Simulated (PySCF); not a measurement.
All of these have the formula C6H8ClF. The calculation used PySCF, TDDFT PBE0/def2-SVPD, vertical, gas phase, core orbitals frozen in the response. Geometries: GFN2-xTB; one conformer of each isolated species. Triplets are in the Tamm–Dancoff approximation.

A. `C=CCC(=C)[C@@H](F)Cl`
B. `F[C@@H]1C[C@@H]2C[C@@H]2[C@H]1Cl`
C. `C/C=C(Cl)\C=C(/C)F`

Lowest singlet levels (six at most, fewer where fewer were computed) with oscillator strengths:

1. 5.19 eV (f 0.341); 5.83 eV (f 0.150); 6.22 eV (f 0.003); 6.26 eV (f 0.038); 6.66 eV (f 0.016); 6.78 eV (f 0.011); T1 3.17 eV
2. 7.15 eV (f 0.004); 7.20 eV (f 0.003); 7.45 eV (f 0.022); 7.82 eV (f 0.026); 8.11 eV (f 0.008); 8.22 eV (f 0.064); T1 6.53 eV
3. 5.99 eV (f 0.089); 6.38 eV (f 0.136); 6.58 eV (f 0.045); 6.90 eV (f 0.006); 7.09 eV (f 0.043); 7.44 eV (f 0.083); T1 4.15 eV

Question: Match each spectrum to its molecule.

Answer: 1 = C, 2 = B, 3 = A.
- A: S1 at 5.99 eV, HOMO→LUMO (74%), HOMO-1→LUMO (18%); Löwdin shares by element: HOMO carbon 77% or more (atoms not listed hold the other 23%); LUMO carbon 50% or more, chlorine 16% (atoms not listed hold the other 35%); HOMO -7.84 and LUMO -0.94 eV.
- B: S1 at 7.15 eV, HOMO→LUMO (78%), HOMO-3→LUMO (8%), HOMO-2→LUMO (8%); Löwdin shares by element: HOMO carbon 50% or more, chlorine 24% (atoms not listed hold the other 26%); LUMO chlorine 39%, carbon 30% or more (atoms not listed hold the other 32%); HOMO -8.32 and LUMO 0.24 eV.
- C: S1 at 5.19 eV, HOMO→LUMO (86%), HOMO→LUMO+1 (9%); Löwdin shares by element: HOMO carbon 69% or more (atoms not listed hold the other 31%); LUMO carbon 70% or more (atoms not listed hold the other 30%); HOMO -6.58 and LUMO -0.90 eV.

Without π bonds the low states may be Rydberg-like; a valence basis with one diffuse set may place them up to an eV too high.
